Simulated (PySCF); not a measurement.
C3H8MgO. Atoms are numbered in the order given.

```xyz
13

Mg     1.0715    -0.1056     0.0000
C     -1.0299    -0.3894     0.0000
C     -1.7080     0.1644     1.2604
C     -1.7080     0.1644    -1.2604
H     -1.1823    -1.4888     0.0000
H     -2.8005    -0.0305     1.2558
H     -1.5927     1.2602     1.3477
H     -1.3104    -0.2764     2.1909
H     -1.3104    -0.2764    -2.1909
H     -2.8005    -0.0305    -1.2558
H     -1.5927     1.2602    -1.3477
O      2.8293     0.1191     0.0000
H      3.7719     0.2609     0.0000
```
Charge 0, spin multiplicity 1.

Geometry optimised at r2SCAN-D4/def2-SVP. The values are those of a single conformer.

Computed with r2SCAN-D4/def2-SVP run with PySCF 2.14.0.

Frequencies are harmonic and unscaled.

Question: List the normal modes with their intensities. (The exact figures need the calculation; the answer reports its results.)

Answer: 
```json
[
 {"mode": "1", "ν (cm⁻¹)": "73", "IR (km/mol)": "6.2", "moving atoms (share of kinetic energy)": "C 35 %, O 30 %, H 19 %, Mg 15 %"},
 {"mode": "2", "ν (cm⁻¹)": "90", "IR (km/mol)": "15.6", "moving atoms (share of kinetic energy)": "Mg 38 %, O 30 %, H 19 %, C 13 %"},
 {"mode": "3", "ν (cm⁻¹)": "173", "IR (km/mol)": "162.0", "moving atoms (share of kinetic energy)": "H 68 %, O 14 %, Mg 11 %"},
 {"mode": "4", "ν (cm⁻¹)": "178", "IR (km/mol)": "142.9", "moving atoms (share of kinetic energy)": "H 84 %, O 11 %"},
 {"mode": "5", "ν (cm⁻¹)": "221", "IR (km/mol)": "2.0", "moving atoms (share of kinetic energy)": "Mg 37 %, H 34 %, C 28 %"},
 {"mode": "6", "ν (cm⁻¹)": "231", "IR (km/mol)": "3.6", "moving atoms (share of kinetic energy)": "H 44 %, Mg 27 %, C 22 %"},
 {"mode": "7", "ν (cm⁻¹)": "255", "IR (km/mol)": "0.0", "moving atoms (share of kinetic energy)": "H 97 %"},
 {"mode": "8", "ν (cm⁻¹)": "273", "IR (km/mol)": "1.0", "moving atoms (share of kinetic energy)": "H 72 %, C 14 %"},
 {"mode": "9", "ν (cm⁻¹)": "358", "IR (km/mol)": "12.6", "moving atoms (share of kinetic energy)": "C 56 %, H 39 %"},
 {"mode": "10", "ν (cm⁻¹)": "455", "IR (km/mol)": "5.7", "moving atoms (share of kinetic energy)": "C 54 %, H 28 %, O 13 %"},
 {"mode": "11", "ν (cm⁻¹)": "819", "IR (km/mol)": "87.9", "moving atoms (share of kinetic energy)": "Mg 46 %, O 44 %"},
 {"mode": "12", "ν (cm⁻¹)": "890", "IR (km/mol)": "16.1", "moving atoms (share of kinetic energy)": "C 63 %, H 33 %"},
 {"mode": "13", "ν (cm⁻¹)": "905", "IR (km/mol)": "2.2", "moving atoms (share of kinetic energy)": "H 87 %, C 13 %"},
 {"mode": "14", "ν (cm⁻¹)": "947", "IR (km/mol)": "21.1", "moving atoms (share of kinetic energy)": "H 92 %, C 8 %"},
 {"mode": "15", "ν (cm⁻¹)": "979", "IR (km/mol)": "1.1", "moving atoms (share of kinetic energy)": "H 74 %, C 26 %"},
 {"mode": "16", "ν (cm⁻¹)": "1087", "IR (km/mol)": "7.1", "moving atoms (share of kinetic energy)": "C 72 %, H 28 %"},
 {"mode": "17", "ν (cm⁻¹)": "1156", "IR (km/mol)": "4.4", "moving atoms (share of kinetic energy)": "C 54 %, H 46 %"},
 {"mode": "18", "ν (cm⁻¹)": "1189", "IR (km/mol)": "7.5", "moving atoms (share of kinetic energy)": "H 64 %, C 36 %"},
 {"mode": "19", "ν (cm⁻¹)": "1316", "IR (km/mol)": "1.3", "moving atoms (share of kinetic energy)": "H 77 %, C 23 %"},
 {"mode": "20", "ν (cm⁻¹)": "1373", "IR (km/mol)": "0.1", "moving atoms (share of kinetic energy)": "H 80 %, C 20 %"},
 {"mode": "21", "ν (cm⁻¹)": "1390", "IR (km/mol)": "6.0", "moving atoms (share of kinetic energy)": "H 81 %, C 19 %"},
 {"mode": "22", "ν (cm⁻¹)": "1451", "IR (km/mol)": "0.7", "moving atoms (share of kinetic energy)": "H 97 %"},
 {"mode": "23", "ν (cm⁻¹)": "1467", "IR (km/mol)": "6.2", "moving atoms (share of kinetic energy)": "H 96 %"},
 {"mode": "24", "ν (cm⁻¹)": "1473", "IR (km/mol)": "7.1", "moving atoms (share of kinetic energy)": "H 96 %"},
 {"mode": "25", "ν (cm⁻¹)": "1482", "IR (km/mol)": "5.5", "moving atoms (share of kinetic energy)": "H 97 %"},
 {"mode": "26", "ν (cm⁻¹)": "2966", "IR (km/mol)": "111.1", "moving atoms (share of kinetic energy)": "H 96 %"},
 {"mode": "27", "ν (cm⁻¹)": "2967", "IR (km/mol)": "50.7", "moving atoms (share of kinetic energy)": "H 96 %"},
 {"mode": "28", "ν (cm⁻¹)": "2982", "IR (km/mol)": "21.2", "moving atoms (share of kinetic energy)": "H 93 %"},
 {"mode": "29", "ν (cm⁻¹)": "3049", "IR (km/mol)": "57.5", "moving atoms (share of kinetic energy)": "H 92 %, C 8 %"},
 {"mode": "30", "ν (cm⁻¹)": "3050", "IR (km/mol)": "10.3", "moving atoms (share of kinetic energy)": "H 91 %, C 9 %"},
 {"mode": "31", "ν (cm⁻¹)": "3089", "IR (km/mol)": "21.5", "moving atoms (share of kinetic energy)": "H 91 %, C 9 %"},
 {"mode": "32", "ν (cm⁻¹)": "3090", "IR (km/mol)": "41.3", "moving atoms (share of kinetic energy)": "H 91 %, C 9 %"},
 {"mode": "33", "ν (cm⁻¹)": "4051", "IR (km/mol)": "102.5", "moving atoms (share of kinetic energy)": "H 94 %"}
]
```
